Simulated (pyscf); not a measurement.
Optimised with ωB97X-D3(BJ)/def2-SVP in PySCF. MP2 and CC: frozen core, UHF for open shells. ΔMP2 is the change of the MP2 total energy from the triple- to the quadruple-zeta basis.

Task: What is the homolytic dissociation enthalpy (298 K, CCSD(T)/def2-TZVPP + ΔMP2(QZVPP)) of the Se–Zn bond of Cl–Zn–SeH, to [Cl–Zn]• + SeH•?

Result: Se–Zn to [Cl–Zn]• + SeH•: 3.49 eV. The CCSD(T) − MP2 part came from Ansatz, without density fitting, on the same reference. The frozen core leaves the outer d or s,p core shells of the metals and heavy elements correlated in the MP2 and CC values, and def2-TZVPP describes them poorly, which can shift differences by a few kcal/mol. Left out: the spin-orbit lowering of SeH, which is large for Br, Se, Te and I. The term symbol of open-shell Cl–Zn was not checked; spin-orbit terms are left out. Elements up to Kr have no core potential and no relativistic terms here.
